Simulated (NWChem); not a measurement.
System: C4H3IO; SMILES o1cc(cc1)I

Here is an NWChem input.

```
start job
memory heap 200 mb stack 900 mb global 1100 mb
geometry units angstroms
  I      1.108185     0.302943     0.028595
  C     -0.909182    -0.226315    -0.024360
  C     -2.016632     0.653809    -0.095978
  C     -3.109828    -0.154346    -0.105577
  O     -2.751748    -1.447012    -0.045596
  C     -1.413545    -1.491015     0.003748
  H     -1.987032     1.722671    -0.133861
  H     -4.157763     0.065211    -0.151009
  H     -0.936400    -2.448768     0.055747
end
basis spherical
  * library def2-svp
end
ecp
  I library def2-ecp
end
dft
  xc pbe0
  iterations 150
end
driver
  maxiter 120
end
task dft optimize
```

Parts of the log:

```
             Northwest Computational Chemistry Package (NWChem) 7.3.0
             --------------------------------------------------------

 CS  symmetry detected

                             Geometry "geometry" -> ""
                             -------------------------

 Output coordinates in angstroms (scale by  1.889725989 to convert to a.u.)

  No.       Tag          Charge          X              Y              Z
 ---- ---------------- ---------- -------------- -------------- --------------
    1 I                   53.0000    -0.00938669    -1.32474233     0.00000000
    2 C                    6.0000     0.01601351     0.76141267     0.00000000
    3 C                    6.0000     1.15972174     1.59695104     0.00000000
    4 C                    6.0000     0.67033995     2.86533174     0.00000000
    5 O                    8.0000    -0.67234101     2.86183397     0.00000000
    6 C                    6.0000    -1.07046228     1.58251470     0.00000000
    7 H                    1.0000     2.18337780     1.28565452     0.00000000
    8 H                    1.0000     1.16073985     3.81819325     0.00000000
    9 H                    1.0000    -2.12157267     1.37556299     0.00000000

 Effective nuclear repulsion energy (a.u.)     456.4090916601

      Symmetry information
      --------------------

 Group name             Cs
 Group number              2
 Group order               2
 No. of unique centers     9

                                Z-matrix (autoz)
                                --------

 Units are Angstrom for bonds and degrees for angles

      Type          Name      I     J     K     L     M      Value
      ----------- --------  ----- ----- ----- ----- ----- ----------
    1 Stretch                  1     2                       2.08631
    2 Stretch                  2     3                       1.41640
    3 Stretch                  2     6                       1.36185
    4 Stretch                  3     4                       1.35952
    5 Stretch                  3     7                       1.06994
    6 Stretch                  4     5                       1.34269
    7 Stretch                  4     8                       1.07165
    8 Stretch                  5     6                       1.33984
    9 Stretch                  6     9                       1.07129
   10 Bend                     1     2     3               126.84765
   11 Bend                     1     2     6               126.38252
   12 Bend                     2     3     4               105.05186
   13 Bend                     2     3     7               126.93527
   14 Bend                     2     6     5               109.79407
   15 Bend                     2     6     9               131.78148
   16 Bend                     3     2     6               106.76983
   17 Bend                     3     4     5               110.94895
   18 Bend                     3     4     8               131.66871
   19 Bend                     4     3     7               128.01286
   20 Bend                     4     5     6               107.43528
   21 Bend                     5     4     8               117.38234
   22 Bend                     5     6     9               118.42444
   23 Torsion                  1     2     3     4         180.00000
   24 Torsion                  1     2     3     7           0.00000
   25 Torsion                  1     2     6     5         180.00000
   26 Torsion                  1     2     6     9           0.00000
   27 Torsion                  2     3     4     5           0.00000
   28 Torsion                  2     3     4     8         180.00000
   29 Torsion                  2     6     5     4           0.00000
   30 Torsion                  3     2     6     5          -0.00000
   31 Torsion                  3     2     6     9         180.00000
   32 Torsion                  3     4     5     6           0.00000
   33 Torsion                  4     3     2     6           0.00000
   34 Torsion                  4     5     6     9         180.00000
   35 Torsion                  5     4     3     7         180.00000
   36 Torsion                  6     2     3     7         180.00000
   37 Torsion                  6     5     4     8         180.00000
   38 Torsion                  7     3     4     8           0.00000

                           NWChem Geometry Optimization
                           ----------------------------

 maximum gradient threshold         (gmax) =   0.000450
 rms gradient threshold             (grms) =   0.000300
 maximum cartesian step threshold   (xmax) =   0.001800
 rms cartesian step threshold       (xrms) =   0.001200
 fixed trust radius                (trust) =   0.300000
 source of zmatrix                         =   autoz

          -------------------
          Energy Minimization
          -------------------

 Using diagonal initial Hessian
 Scaling for Hessian diagonals: bonds = 1.00  angles = 0.25  torsions = 0.10

          --------
          Step   0

                                 NWChem DFT Module
                                 -----------------

 Summary of "ao basis" -> "ao basis" (spherical)
 ------------------------------------------------------------------------------
       Tag                 Description            Shells   Functions and Types
 ---------------- ------------------------------  ------  ---------------------
 I                          def2-svp                10       26   4s4p2d
 C                          def2-svp                 6       14   3s2p1d
 O                          def2-svp                 6       14   3s2p1d
 H                          def2-svp                 3        5   2s1p

      Symmetry analysis of basis
      --------------------------

        a'         80
        a"         31

            General Information
            -------------------
          SCF calculation type: DFT
          Wavefunction type:  closed shell.
          No. of atoms     :     9
          No. of electrons :    60
           Alpha electrons :    30
            Beta electrons :    30
          Charge           :     0
          Spin multiplicity:     1
          Use of symmetry is: on ; symmetry adaption is: on
          Maximum number of iterations: 150
          AO basis - number of functions:   111
                     number of shells:    49
          Convergence on energy requested:  1.00D-06
          Convergence on density requested:  1.00D-05
          Convergence on gradient requested:  5.00D-04

              XC Information
              --------------
                         PBE0 Method XC Functional
                     Hartree-Fock (Exact) Exchange  0.250
          PerdewBurkeErnzerhof Exchange Functional  0.750
            Perdew 1991 LDA Correlation Functional  1.000 local
           PerdewBurkeErnz. Correlation Functional  1.000 non-local

[...]

      ----------------------
      Optimization converged
      ----------------------

  Step       Energy      Delta E   Gmax     Grms     Xrms     Xmax
  ---- ---------------- -------- -------- -------- -------- --------
@    4    -526.70330494 -5.8D-07  0.00010  0.00003  0.00044  0.00128
                                     ok       ok       ok       ok

                                Z-matrix (autoz)
                                --------

 Units are Angstrom for bonds and degrees for angles

      Type          Name      I     J     K     L     M      Value     Gradient
      ----------- --------  ----- ----- ----- ----- ----- ---------- ----------
    1 Stretch                  1     2                       2.07331    0.00010
    2 Stretch                  2     3                       1.43049    0.00009
    3 Stretch                  2     6                       1.36432    0.00001
    4 Stretch                  3     4                       1.36191   -0.00003
    5 Stretch                  3     7                       1.08712   -0.00002
    6 Stretch                  4     5                       1.34730    0.00001
    7 Stretch                  4     8                       1.08711   -0.00004
    8 Stretch                  5     6                       1.34610   -0.00001
    9 Stretch                  6     9                       1.08636   -0.00004
   10 Bend                     1     2     3               126.98306    0.00002
   11 Bend                     1     2     6               126.38406   -0.00001
   12 Bend                     2     3     4               105.10661   -0.00003
   13 Bend                     2     3     7               127.51595    0.00002
   14 Bend                     2     6     5               109.69606   -0.00001
   15 Bend                     2     6     9               133.19532    0.00001
   16 Bend                     3     2     6               106.63289   -0.00002
   17 Bend                     3     4     5               110.78444    0.00002
   18 Bend                     3     4     8               132.95669   -0.00001
   19 Bend                     4     3     7               127.37744    0.00001
   20 Bend                     4     5     6               107.78001    0.00003
   21 Bend                     5     4     8               116.25888   -0.00001
   22 Bend                     5     6     9               117.10862   -0.00000
   23 Torsion                  1     2     3     4         180.00000    0.00000
   24 Torsion                  1     2     3     7           0.00000    0.00000
   25 Torsion                  1     2     6     5         180.00000    0.00000
   26 Torsion                  1     2     6     9           0.00000    0.00000
   27 Torsion                  2     3     4     5           0.00000    0.00000
   28 Torsion                  2     3     4     8         180.00000    0.00000
   29 Torsion                  2     6     5     4           0.00000    0.00000
   30 Torsion                  3     2     6     5          -0.00000    0.00000
   31 Torsion                  3     2     6     9         180.00000    0.00000
   32 Torsion                  3     4     5     6           0.00000    0.00000
   33 Torsion                  4     3     2     6           0.00000    0.00000
   34 Torsion                  4     5     6     9         180.00000    0.00000
   35 Torsion                  5     4     3     7         180.00000    0.00000
   36 Torsion                  6     2     3     7         180.00000    0.00000
   37 Torsion                  6     5     4     8         180.00000    0.00000
   38 Torsion                  7     3     4     8           0.00000    0.00000

                         Geometry "geometry" -> "geometry"
                         ---------------------------------

 Output coordinates in angstroms (scale by  1.889725989 to convert to a.u.)

  No.       Tag          Charge          X              Y              Z
 ---- ---------------- ---------- -------------- -------------- --------------
    1 I                   53.0000    -0.01509387    -1.32562164     0.00000000
    2 C                    6.0000     0.01306610     0.74749341     0.00000000
    3 C                    6.0000     1.16734536     1.59244770     0.00000000
    4 C                    6.0000     0.67710056     2.86306390     0.00000000
    5 O                    8.0000    -0.67017761     2.85568529     0.00000000
    6 C                    6.0000    -1.07420132     1.57164668     0.00000000
    7 H                    1.0000     2.21088224     1.28770700     0.00000000
    8 H                    1.0000     1.15272092     3.84060684     0.00000000
    9 H                    1.0000    -2.14521218     1.38968338     0.00000000

 Effective nuclear repulsion energy (a.u.)     456.2165088704

      Symmetry information
      --------------------

 Group name             Cs
 Group number              2
 Group order               2
 No. of unique centers     9

                Final and change from initial internal coordinates
                --------------------------------------------------

                                Z-matrix (autoz)
                                --------

 Units are Angstrom for bonds and degrees for angles

      Type          Name      I     J     K     L     M      Value       Change
      ----------- --------  ----- ----- ----- ----- ----- ---------- ----------
    1 Stretch                  1     2                       2.07331   -0.01300
    2 Stretch                  2     3                       1.43049    0.01409
    3 Stretch                  2     6                       1.36432    0.00247
    4 Stretch                  3     4                       1.36191    0.00240
    5 Stretch                  3     7                       1.08712    0.01718
    6 Stretch                  4     5                       1.34730    0.00461
    7 Stretch                  4     8                       1.08711    0.01546
    8 Stretch                  5     6                       1.34610    0.00627
    9 Stretch                  6     9                       1.08636    0.01507
   10 Bend                     1     2     3               126.98306    0.13541
   11 Bend                     1     2     6               126.38406    0.00154
   12 Bend                     2     3     4               105.10661    0.05474
   13 Bend                     2     3     7               127.51595    0.58068
   14 Bend                     2     6     5               109.69606   -0.09801
   15 Bend                     2     6     9               133.19532    1.41383
   16 Bend                     3     2     6               106.63289   -0.13695
   17 Bend                     3     4     5               110.78444   -0.16451
   18 Bend                     3     4     8               132.95669    1.28797
   19 Bend                     4     3     7               127.37744   -0.63542
   20 Bend                     4     5     6               107.78001    0.34473
   21 Bend                     5     4     8               116.25888   -1.12346
   22 Bend                     5     6     9               117.10862   -1.31582
   23 Torsion                  1     2     3     4         180.00000    0.00000
   24 Torsion                  1     2     3     7           0.00000    0.00000
   25 Torsion                  1     2     6     5         180.00000    0.00000
   26 Torsion                  1     2     6     9           0.00000    0.00000
   27 Torsion                  2     3     4     5           0.00000    0.00000
   28 Torsion                  2     3     4     8         180.00000    0.00000
   29 Torsion                  2     6     5     4           0.00000    0.00000
   30 Torsion                  3     2     6     5          -0.00000    0.00000
   31 Torsion                  3     2     6     9         180.00000    0.00000
   32 Torsion                  3     4     5     6           0.00000    0.00000
   33 Torsion                  4     3     2     6           0.00000    0.00000
   34 Torsion                  4     5     6     9         180.00000    0.00000
   35 Torsion                  5     4     3     7         180.00000    0.00000
   36 Torsion                  6     2     3     7         180.00000    0.00000
   37 Torsion                  6     5     4     8         180.00000    0.00000
   38 Torsion                  7     3     4     8           0.00000    0.00000

[...]
```

Level: PBE0/def2-SVP with def2 effective core potentials on I. No frequency run checked for a minimum. def2 effective core potentials on I; no spin-orbit coupling.
